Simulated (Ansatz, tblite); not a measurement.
Forces on the cluster B2F4 at its PBE0-D4/def2-SVP geometry. Total charge 0; singlet.

The xTB rows come from tblite. The structure comes from a short search, and lower isomers may exist.

GFN1-xTB (tblite), largest force 1.68 eV/Å:

```xyz
6
positions Å, forces eV/Å
B     0.079   -0.818    0.259   -0.157    1.598   -0.506
B    -0.079    0.817   -0.259    0.155   -1.592    0.505
F    -1.026    1.604    0.212   -0.237    0.374    0.045
F     0.717   -1.132    1.368    0.168   -0.269    0.318
F     0.741    1.344   -1.146    0.170    0.315   -0.265
F    -0.432   -1.816   -0.434   -0.100   -0.426   -0.098
```

GFN2-xTB (tblite), largest force 0.43 eV/Å:

```
B -0.038 0.371 -0.117
B 0.037 -0.364 0.116
F 0.255 0.194 -0.293
F -0.154 -0.348 -0.209
F -0.301 0.279 0.142
F 0.202 -0.132 0.361
```

PBE-D4/def2-TZVP (Ansatz), largest force 0.68 eV/Å:

```
B -0.058 0.564 -0.178
B 0.056 -0.557 0.177
F -0.501 0.369 0.267
F 0.338 -0.121 0.579
F 0.442 0.231 -0.458
F -0.278 -0.486 -0.387
```
